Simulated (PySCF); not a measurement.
C₂H₇F₂NSi.

```xyz
13

C     -1.9393    -1.1798     0.7995
C     -1.2795     0.2060     0.7489
Si     0.3482     0.2214    -0.1415
N      1.5004    -0.7940     0.5998
F      0.8377     1.7666    -0.2904
F      0.1991    -0.2933    -1.6733
H     -1.2832    -1.9153     1.2908
H     -2.1451    -1.5560    -0.2150
H     -2.8938    -1.1559     1.3483
H     -1.1125     0.5979     1.7690
H     -1.9403     0.9412     0.2576
H      1.6379    -0.7847     1.6049
H      2.3401    -1.0856     0.1093
```
Charge 0, spin multiplicity 1.

Geometry optimised at B3LYP-D3(BJ)/def2-SVP. Other conformers were not sampled.

All values below come from B3LYP/pcSseg-1 (PySCF). Non-relativistic, no solvent.

Computed absolute GIAO shielding of each atom: isotropic value and principal components (ppm):
| atom | σ(iso) | σ11 | σ22 | σ33 | span |
|---|---|---|---|---|---|
| C1 | 169.6 | 161.9 | 166.3 | 180.6 | 18.7 |
| C2 | 172.7 | 166.5 | 170.4 | 181.3 | 14.8 |
| Si3 | 364.1 | 333.7 | 340.3 | 418.2 | 84.5 |
| N4 | 237.1 | 204.8 | 235.7 | 270.8 | 66.0 |
| F5 | 299.2 | 242.0 | 281.7 | 373.8 | 131.8 |
| F6 | 339.2 | 287.3 | 332.0 | 398.2 | 110.9 |
| H7 | 30.4 | 25.6 | 29.8 | 35.8 | 10.2 |
| H8 | 30.2 | 25.7 | 28.9 | 36.1 | 10.5 |
| H9 | 30.2 | 25.4 | 27.7 | 37.6 | 12.2 |
| H10 | 31.0 | 26.9 | 29.4 | 36.6 | 9.8 |
| H11 | 30.7 | 26.0 | 29.2 | 36.8 | 10.8 |
| H12 | 30.8 | 24.3 | 27.1 | 41.0 | 16.7 |
| H13 | 30.4 | 23.6 | 25.7 | 41.8 | 18.3 |
